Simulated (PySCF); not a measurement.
Computed with PySCF, PBE0, basis N def2-TZVP, Al def2-TZVP (no relativity, density fitting).

```xyz
4
charge 0 multiplicity 1, angstrom
N     0.0000    0.0000    0.0000
Al    1.8273    0.0000    0.0000
Al   -0.9137    1.5825    0.0000
Al   -0.9137   -1.5825    0.0000
```

Al₃N (singlet), along the line from N1 (at 0) through Al2 (at 1.827 Å).

Question: Tabulate the fields along this line at -0.64, -0.55, -0.46, -0.37, -0.27, -0.18, -0.09, 0.09, 0.18, 0.27, 0.37, 0.46, 0.55, 0.64, 0.73, 0.82, 0.91, 1.01, 1.10, 1.19, 1.28, 1.37, 1.46, 1.55, 1.64, 1.74, 1.92, 2.01, 2.10, 2.19, 2.28, 2.38, 2.47, 2.56, 2.65, 2.74, 2.83, 2.92 Å.

Answer: 
```
distance (Å)  electron density (e/Å³)  electron localisation function  electrostatic potential (V)
       -0.64                     1.49                           0.833                         15.8
       -0.55                     2.03                           0.811                         26.3
       -0.46                     2.71                           0.723                         44.4
       -0.37                     3.48                           0.431                         76.5
       -0.27                     4.89                           0.105                          137
       -0.18                     15.6                           0.351                          269
       -0.09                      130                           0.997                          723
        0.09                      130                           0.997                          723
        0.18                     15.6                           0.349                          269
        0.27                     4.94                           0.107                          137
        0.37                     3.57                           0.455                         76.8
        0.46                     2.82                           0.756                         45.2
        0.55                     2.17                           0.844                         27.8
        0.64                     1.63                           0.865                         18.6
        0.73                     1.23                           0.853                         14.4
        0.82                    0.935                           0.792                         13.5
        0.91                    0.732                           0.599                         15.1
        1.01                    0.614                           0.253                         18.9
        1.10                    0.603                          0.0812                         24.8
        1.19                    0.812                          0.0757                         33.5
        1.28                     1.58                           0.249                         46.6
        1.37                     3.84                           0.651                         67.7
        1.46                     9.96                            0.84                          107
        1.55                     24.6                           0.861                          192
        1.64                     51.7                           0.647                          419
        1.74                      168                           0.305                         1250
        1.92                      169                           0.302                         1250
        2.01                     52.4                           0.657                          418
        2.10                     24.9                           0.866                          191
        2.19                       10                           0.846                          106
        2.28                     3.82                           0.676                         67.2
        2.38                     1.51                           0.301                         46.2
        2.47                    0.699                          0.0945                         33.2
        2.56                    0.416                          0.0689                         24.4
        2.65                    0.313                            0.15                           18
        2.74                    0.265                           0.433                         13.3
        2.83                    0.231                           0.781                         9.72
        2.92                    0.201                           0.936                         7.04
```

On a grid of 0.09 Å the density has a local minimum along the bond near 1.10 Å from N, at 0.60 e/Å³, where the ELF is 0.08.
